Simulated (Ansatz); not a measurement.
Basis-set extrapolation for `C[C@]1(F)O[Si@H]1O` (PBE0-D4/def2-TZVP geometry, frozen core, Ansatz). Multiplicity 1, RHF reference.

```
                      def2-TZVPP   def2-QZVPP
                 HF  -616.940135  -616.964820
    MP2 correlation    -1.173015    -1.267086
CCSD(T) correlation    -1.244024      not run
```

Energies in hartree. Use E(X) = E(∞) + A·exp(−7.88·√X) for Hartree–Fock and E(X) = E(∞) + B·X^(−2.97) for correlation, with X = 3 and 4, and add CCSD(T) minus MP2 of the smaller set to the MP2 limit.

Task: What is the CCSD(T) energy at the basis-set limit?

Result: HF limit: -616.964820 + (-0.024685) × 0.13774 = -616.96822. MP2 limit: -1.267086 + (-0.094071) × 0.74074 = -1.33677. Higher-order term: -1.244024 − (-1.173015) = -0.07101. Total: -618.37600 hartree, 120.4 kcal/mol below CCSD(T)/def2-TZVPP.
